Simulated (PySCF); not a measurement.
PySCF input (HF/def2-TZVPD):

```python
from pyscf import gto, scf, dft

mol = gto.M(
    atom='''
    C     1.36656412   -0.18415937   -0.09598662
    C     0.06593869   -0.00888596   -0.00463149
    F    -0.83029842   -0.97785241    0.07898218
    F    -0.54605565    1.16333108    0.01769207
    H     2.01907743    0.67097753   -0.15970021
    H     1.77309228   -1.18201362   -0.10665944
    ''',
    basis='def2-tzvpd',
    charge=0,
    spin=0,
    verbose=4,
)

mf = scf.RHF(mol).density_fit(auxbasis='def2-universal-jkfit')
mf.conv_tol = 1e-9
mf.max_cycle = 100
mf.max_memory = 1500
mf.kernel()
if not mf.converged:
    mf = mf.newton()
    mf.kernel(mf.make_rdm1())
mf.analyze()
```

Output:

```
PySCF version 2.14.0

[INPUT] verbose = 4
[INPUT] num. atoms = 6
[INPUT] num. electrons = 32
[INPUT] charge = 0
[INPUT] spin (= nelec alpha-beta = 2S) = 0
[INPUT] symmetry False subgroup None
[INPUT] Mole.unit = angstrom
[INPUT] Symbol           X                Y                Z      unit          X                Y                Z       unit  Magmom
[INPUT]  1 C      1.366564120000  -0.184159370000  -0.095986620000 AA    2.582431918457  -0.348010772572  -0.181388423423 Bohr   0.0
[INPUT]  2 C      0.065938690000  -0.008885960000  -0.004631490000 AA    0.124606065113  -0.016792030754  -0.008752247649 Bohr   0.0
[INPUT]  3 F     -0.830298420000  -0.977852410000   0.078982180000 AA   -1.569036615459  -1.847873245146   0.149254688921 Bohr   0.0
[INPUT]  4 F     -0.546055650000   1.163331080000   0.017692070000 AA   -1.031895627271   2.198377133394   0.033433166877 Bohr   0.0
[INPUT]  5 H      2.019077430000   0.670977530000  -0.159700210000 AA    3.815503366991   1.267963767437  -0.301789658936 Bohr   0.0
[INPUT]  6 H      1.773092280000  -1.182013620000  -0.106659440000 AA    3.350658802781  -2.233682017306  -0.201557130199 Bohr   0.0

nuclear repulsion = 117.691249401716
number of shells = 64
number of NR pGTOs = 236
number of NR cGTOs = 172
basis = def2-tzvpd
ecp = {}

******** <class 'pyscf.df.df_jk.DFRHF'> ********
method = DFRHF
initial guess = minao
damping factor = 0
level_shift factor = 0
DIIS = <class 'pyscf.scf.diis.CDIIS'>
diis_start_cycle = 1
diis_space = 8
diis_damp = 0
SCF conv_tol = 1e-09
SCF conv_tol_grad = None
SCF max_cycles = 100
direct_scf = False
Set gradient conv threshold to 3.16228e-05
Initial guess from minao.
******** <class 'pyscf.df.df.DF'> ********
auxbasis = def2-universal-jkfit
init E= -276.494642443032
  HOMO = -0.237624546657287  LUMO = 0.0543795139090157  gap/eV = 7.94584
cycle= 1 E= -275.758861364997  delta_E= 0.736  |g|= 0.708  |ddm|= 1.78
  HOMO = -0.449824953736265  LUMO = 0.0623792135151635  gap/eV = 13.93779
cycle= 2 E= -275.833895209642  delta_E= -0.075  |g|= 0.421  |ddm|= 0.684
  HOMO = -0.400499950426308  LUMO = 0.0663431992605574  gap/eV = 12.70345
cycle= 3 E= -275.862383100547  delta_E= -0.0285  |g|= 0.0557  |ddm|= 0.23
  HOMO = -0.393477558386319  LUMO = 0.067476480360491  gap/eV = 12.54320
cycle= 4 E= -275.863508992982  delta_E= -0.00113  |g|= 0.0167  |ddm|= 0.068
  HOMO = -0.396112374175797  LUMO = 0.0673409129717399  gap/eV = 12.61121
cycle= 5 E= -275.863621436202  delta_E= -0.000112  |g|= 0.00578  |ddm|= 0.0254
  HOMO = -0.395811774615066  LUMO = 0.0673054516173213  gap/eV = 12.60206
cycle= 6 E= -275.863638878109  delta_E= -1.74e-05  |g|= 0.0018  |ddm|= 0.0141
  HOMO = -0.395565902554047  LUMO = 0.0673134784459778  gap/eV = 12.59559
cycle= 7 E= -275.863641135784  delta_E= -2.26e-06  |g|= 0.000835  |ddm|= 0.0043
  HOMO = -0.395663879768577  LUMO = 0.0673027018945977  gap/eV = 12.59796
cycle= 8 E= -275.863641468598  delta_E= -3.33e-07  |g|= 0.000171  |ddm|= 0.00189
  HOMO = -0.395631852749339  LUMO = 0.0673036326117285  gap/eV = 12.59712
cycle= 9 E= -275.863641487866  delta_E= -1.93e-08  |g|= 5.05e-05  |ddm|= 0.000553
[...]
cycle= 11 E= -275.863641489596  delta_E= -9.33e-11  |g|= 1.67e-06  |ddm|= 4.29e-05
  HOMO = -0.395637562625645  LUMO = 0.0673031345800286  gap/eV = 12.59726
Extra cycle  E= -275.863641489598  delta_E= -1.76e-12  |g|= 6.49e-07  |ddm|= 3.52e-06
converged SCF energy = -275.863641489598
**** SCF Summaries ****
Total Energy =                        -275.863641489597626
Nuclear Repulsion Energy =             117.691249401715552
One-electron Energy =                 -615.155493249081701
Two-electron Energy =                  221.600602357768537
Two-electron Coulomb Energy =          252.837075212694771
DFT Exchange-Correlation Energy =      -31.236472854926234
HOMO-LUMO gap [eV] =                    12.597258016031505
**** MO energy ****
MO #1   energy= -26.345525878764   occ= 2
MO #2   energy= -26.3455032271413  occ= 2
MO #3   energy= -11.4279198942064  occ= 2
MO #4   energy= -11.2439840280996  occ= 2
MO #5   energy= -1.70273532316254  occ= 2
MO #6   energy= -1.63782603022687  occ= 2
MO #7   energy= -1.07356831326674  occ= 2
MO #8   energy= -0.886466700514074 occ= 2
MO #9   energy= -0.803213807232993 occ= 2
MO #10  energy= -0.763286103857385 occ= 2
MO #11  energy= -0.752847866696476 occ= 2
MO #12  energy= -0.690513993128885 occ= 2
MO #13  energy= -0.668398862354493 occ= 2
MO #14  energy= -0.640150931777367 occ= 2
MO #15  energy= -0.599565854175268 occ= 2
MO #16  energy= -0.395637562625645 occ= 2
MO #17  energy= 0.0673031345800286 occ= 0
MO #18  energy= 0.0896582981694436 occ= 0
MO #19  energy= 0.105920013013     occ= 0
MO #20  energy= 0.12376484822113   occ= 0
MO #21  energy= 0.139568475070922  occ= 0
MO #22  energy= 0.141976763891988  occ= 0
MO #23  energy= 0.155138014519989  occ= 0
MO #24  energy= 0.163066972963495  occ= 0
MO #25  energy= 0.168818407436312  occ= 0
MO #26  energy= 0.208783755353849  occ= 0
MO #27  energy= 0.209465106069077  occ= 0
MO #28  energy= 0.259110970526472  occ= 0
MO #29  energy= 0.276016052978065  occ= 0
MO #30  energy= 0.277810025830988  occ= 0
MO #31  energy= 0.294660640050157  occ= 0
MO #32  energy= 0.305989941386694  occ= 0
MO #33  energy= 0.329900141885617  occ= 0
MO #34  energy= 0.353653936269874  occ= 0
MO #35  energy= 0.364676357477877  occ= 0
MO #36  energy= 0.373227761057132  occ= 0
MO #37  energy= 0.382729797940931  occ= 0
MO #38  energy= 0.395864361950025  occ= 0
MO #39  energy= 0.407324253974883  occ= 0
MO #40  energy= 0.426524155951721  occ= 0
MO #41  energy= 0.448017505577078  occ= 0
MO #42  energy= 0.455859652067077  occ= 0
MO #43  energy= 0.458553299706768  occ= 0
MO #44  energy= 0.483559029210059  occ= 0
MO #45  energy= 0.497815216268721  occ= 0
MO #46  energy= 0.504268272965663  occ= 0
MO #47  energy= 0.534644657089979  occ= 0
MO #48  energy= 0.544952828299461  occ= 0
MO #49  energy= 0.546018345021904  occ= 0
MO #50  energy= 0.579589441259116  occ= 0
MO #51  energy= 0.602945158560863  occ= 0
MO #52  energy= 0.609788058341181  occ= 0
MO #53  energy= 0.667578474908357  occ= 0
MO #54  energy= 0.723081516410111  occ= 0
MO #55  energy= 0.739619385041085  occ= 0
MO #56  energy= 0.747258015224029  occ= 0
MO #57  energy= 0.764758986571751  occ= 0
MO #58  energy= 0.775251177110617  occ= 0
MO #59  energy= 0.804086975558079  occ= 0
MO #60  energy= 0.804831737208366  occ= 0
MO #61  energy= 0.82044994518846   occ= 0
MO #62  energy= 0.827744228705552  occ= 0
MO #63  energy= 0.867405963478689  occ= 0
MO #64  energy= 0.907319828617538  occ= 0
MO #65  energy= 0.937626657158181  occ= 0
MO #66  energy= 0.938816905687797  occ= 0
MO #67  energy= 0.951760585791116  occ= 0
MO #68  energy= 0.976180780867868  occ= 0
MO #69  energy= 0.992247319665304  occ= 0
MO #70  energy= 1.03079981530687   occ= 0
MO #71  energy= 1.10044524971588   occ= 0
MO #72  energy= 1.15634301730073   occ= 0
MO #73  energy= 1.18008081341376   occ= 0
MO #74  energy= 1.18610004600698   occ= 0
MO #75  energy= 1.21042346500583   occ= 0
MO #76  energy= 1.2819759401611    occ= 0
MO #77  energy= 1.31084784462421   occ= 0
MO #78  energy= 1.39575674386508   occ= 0
MO #79  energy= 1.41612825291634   occ= 0
MO #80  energy= 1.43500328161594   occ= 0
MO #81  energy= 1.44521841743237   occ= 0
MO #82  energy= 1.49360627333581   occ= 0
MO #83  energy= 1.50265932106728   occ= 0
MO #84  energy= 1.61042197497846   occ= 0
MO #85  energy= 1.65230465626451   occ= 0
MO #86  energy= 1.81539131942407   occ= 0
MO #87  energy= 1.82253186792198   occ= 0
MO #88  energy= 2.01365581501309   occ= 0
MO #89  energy= 2.02221737975778   occ= 0
MO #90  energy= 2.07935539734846   occ= 0
MO #91  energy= 2.1565263048199    occ= 0
MO #92  energy= 2.1574025317025    occ= 0
MO #93  energy= 2.20540478292072   occ= 0
MO #94  energy= 2.2843817537381    occ= 0
MO #95  energy= 2.31352509659698   occ= 0
MO #96  energy= 2.45713508192926   occ= 0
MO #97  energy= 2.47665490174836   occ= 0
MO #98  energy= 2.4938129634031    occ= 0
MO #99  energy= 2.49411607520803   occ= 0
MO #100 energy= 2.59014902509059   occ= 0
MO #101 energy= 2.67077031323755   occ= 0
MO #102 energy= 2.73953245360693   occ= 0
MO #103 energy= 2.75374462882917   occ= 0
MO #104 energy= 2.77269811786667   occ= 0
MO #105 energy= 2.80762781756944   occ= 0
MO #106 energy= 2.84669376359465   occ= 0
MO #107 energy= 2.90625246373886   occ= 0
[...]
```
